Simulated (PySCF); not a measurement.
# EPR parameters of C7H6Cl

Compound: C7H6Cl (doublet state).
Z-matrix (Å and degrees, GFN2-xTB geometry), rows numbered from 1:
```
C 
C   1  1.5032
C   2  1.5260  1  118.81
C   3  1.3201  2   90.68  1   123.24
C   4  1.5076  3   99.00  2     3.64
C   5  1.5052  2   86.84  1   123.87
C   6  1.3336  5   93.33  2    -0.46
Cl  7  1.7025  2  128.71  1    58.04
H   1  1.0879  2  110.28  3   -46.36
H   1  1.0887  2  109.61  3    73.28
H   1  1.0883  2  110.26  3  -166.76
H   3  1.0686  2  131.59  1   -56.25
H   5  1.0820  2  124.01  1    -0.34
H   6  1.0707  5  131.51  2   176.57
```

The species is `C1(Cl)[C@@]2(C)[C@H]([C]=C2)C=1` [radical].

Computed with UKS B3LYP, pcH-1 on C Cl H, non-relativistic, mean-field spin-orbit, GIAO in PySCF. Isolated species at its GFN2-xTB geometry, gas phase. Couplings are sensitive to structure, and on GFN2-xTB geometries they can be far from those on DFT ones. Stability of the SCF solution: not tested.

```
g1, g2, g3                      : 2.00147, 2.00204, 2.00302
g_iso                           : 2.00218
Form of g                       : rhombic: the two nearest values differ by 37 % of g3 − g1
⟨S²⟩                            : 0.7573 (exact 0.7500)
HOMO–LUMO gap, α and β orbitals : 5.47, 4.18 eV
Total energy                    : -730.37091 Eh
```

Hyperfine couplings atom by atom, in MHz; T1 to T3 are the principal values of the dipolar part; ρ(0) is the spin density at the nucleus:

```json
{"atom": "C1", "isotope": "13C", "a_iso": "5.5", "of which spin–orbit": "0.0", "T1": "-1.5", "T2": "-1.2", "T3": "2.7", "Mulliken spin population": "0.00", "ρ(0) (bohr⁻³)": "0.0049"}
{"atom": "C2", "isotope": "13C", "a_iso": "89.2", "of which spin–orbit": "0.0", "T1": "-9.0", "T2": "-7.5", "T3": "16.4", "Mulliken spin population": "0.08", "ρ(0) (bohr⁻³)": "0.0794"}
{"atom": "C3", "isotope": "13C", "a_iso": "26.9", "of which spin–orbit": "0.0", "T1": "-23.6", "T2": "-1.8", "T3": "25.4", "Mulliken spin population": "-0.07", "ρ(0) (bohr⁻³)": "0.0239"}
{"atom": "C4", "isotope": "13C", "a_iso": "374.5", "of which spin–orbit": "-0.1", "T1": "-72.1", "T2": "-54.1", "T3": "126.2", "Mulliken spin population": "0.89", "ρ(0) (bohr⁻³)": "0.3333"}
{"atom": "C5", "isotope": "13C", "a_iso": "29.9", "of which spin–orbit": "0.0", "T1": "-15.0", "T2": "-12.0", "T3": "26.9", "Mulliken spin population": "0.06", "ρ(0) (bohr⁻³)": "0.0266"}
{"atom": "C6", "isotope": "13C", "a_iso": "-2.1", "of which spin–orbit": "0.0", "T1": "-2.3", "T2": "0.0", "T3": "2.4", "Mulliken spin population": "-0.01", "ρ(0) (bohr⁻³)": "-0.0019"}
{"atom": "C7", "isotope": "13C", "a_iso": "36.0", "of which spin–orbit": "0.0", "T1": "-3.2", "T2": "-1.7", "T3": "5.0", "Mulliken spin population": "0.03", "ρ(0) (bohr⁻³)": "0.0320"}
{"atom": "Cl8", "isotope": "35Cl", "a_iso": "3.7", "of which spin–orbit": "0.0", "T1": "-2.7", "T2": "-2.5", "T3": "5.2", "Mulliken spin population": "0.01", "ρ(0) (bohr⁻³)": "0.0083"}
{"atom": "H9", "isotope": "1H", "a_iso": "6.1", "of which spin–orbit": "0.0", "T1": "-2.3", "T2": "-1.3", "T3": "3.6", "Mulliken spin population": "0.00", "ρ(0) (bohr⁻³)": "0.0014"}
{"atom": "H10", "isotope": "1H", "a_iso": "3.6", "of which spin–orbit": "0.0", "T1": "-1.5", "T2": "-1.2", "T3": "2.7", "Mulliken spin population": "0.00", "ρ(0) (bohr⁻³)": "0.0008"}
{"atom": "H11", "isotope": "1H", "a_iso": "2.8", "of which spin–orbit": "0.0", "T1": "-1.6", "T2": "-1.3", "T3": "2.9", "Mulliken spin population": "0.00", "ρ(0) (bohr⁻³)": "0.0006"}
{"atom": "H12", "isotope": "1H", "a_iso": "11.3", "of which spin–orbit": "0.0", "T1": "-6.9", "T2": "-3.5", "T3": "10.4", "Mulliken spin population": "0.00", "ρ(0) (bohr⁻³)": "0.0025"}
{"atom": "H13", "isotope": "1H", "a_iso": "-4.0", "of which spin–orbit": "0.0", "T1": "-8.4", "T2": "-4.5", "T3": "12.9", "Mulliken spin population": "0.00", "ρ(0) (bohr⁻³)": "-0.0009"}
{"atom": "H14", "isotope": "1H", "a_iso": "0.6", "of which spin–orbit": "0.0", "T1": "-2.0", "T2": "-1.6", "T3": "3.6", "Mulliken spin population": "0.00", "ρ(0) (bohr⁻³)": "0.0001"}
```

The Mulliken spin populations are largest on C4 (+0.89), C2 (+0.08), C3 (-0.07) and C5 (+0.06). C4 is the only atom above +0.15. The positive populations add up to 1.09 and the negative ones to -0.09, together 2S = 1.

Under fast tumbling the dipolar parts average out, and these isotropic splittings remain: 1 × 1H (H12, I = 1/2, 2 lines) with 0.40 mT, 3 × 1H (H9/H10/H11, I = 1/2, 4 lines) with 0.15 mT, 1 × 1H (H13, I = 1/2, 2 lines) with 0.14 mT and 1 × 35Cl (Cl8, I = 3/2, 4 lines) with 0.13 mT.

Class means assume fast exchange of nuclei equivalent by connectivity; if that motion is slow, each nucleus keeps its own coupling.

Main isotope only: 35Cl (natural samples also hold 24 % 37Cl, magnetic too, which adds its own pattern).

The 13C coupling of C4 (374.5 MHz) shows only in satellite lines or after enrichment, since that isotope makes up about 1.07 % of natural carbon.
